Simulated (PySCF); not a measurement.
Level of theory: B3LYP-D3(BJ)/def2-TZVP // r2SCAN-D4/def2-SVP (PySCF). Isolated molecules, 0 K electronic values unless said otherwise. B3LYP has the VWN-RPA correlation part, as in Gaussian. 

Reference species: [Zr(F)3(Br)] (neutral, multiplicity 1).

- coordination number = 4
- LUMO = -2.20 eV
- HOMO = -9.02 eV
- dipole moment = 0.08 D

Changed species: [Zr(F)2(Br)2] (2 of 4 F replaced by Br; the reference has 1 of 4 F replaced by Br).

Task: Predict the effect on the coordination number, LUMO, HOMO and dipole moment.

Result: the coordination number hardly moves; the LUMO drops by 0.48 eV, to -2.68 eV; the HOMO goes up by 0.23 eV, to -8.79 eV; the dipole moment rises by 0.13 D, to 0.21 D.
